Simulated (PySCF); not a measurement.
**Excitation energy of Bi by level of theory**

Bi [Xe] 4f14 5d10 6s2 6p3 (4S) → Bi [Xe] 4f14 5d10 6s1 6p3 7s1 (6S), as a difference of total energies. Computed with PySCF 2.14 in aug-cc-pwCVTZ-PP with ECP60MDF, with scalar relativity through the core potential. Correlated levels: valence: 5s2 5p6 5d10 frozen. The calculations carry no spin-orbit coupling.

```csv
method,excitation energy (eV)
UHF,11.307
MP2 (valence),12.156
SCS-MP2 (valence),12.501
CCSD (valence),12.245
CCSD(T) (valence),12.281
```

How much does correlation contribute at CCSD(T) (valence)?

12.281 − (11.307) = 0.974 eV, measured against UHF.

Spin-orbit coupling is strong in these open shells (close to jj coupling). The scalar numbers leave it out and a first-order estimate fails, so it can dominate the gap to the real levels.

The upper state lies above the first ionisation limit. A Rydberg-like electron needs more diffuse functions than a valence basis has.

The promoted electron is Rydberg-like, and one or two diffuse shells describe it only roughly, which tends to raise the upper state.
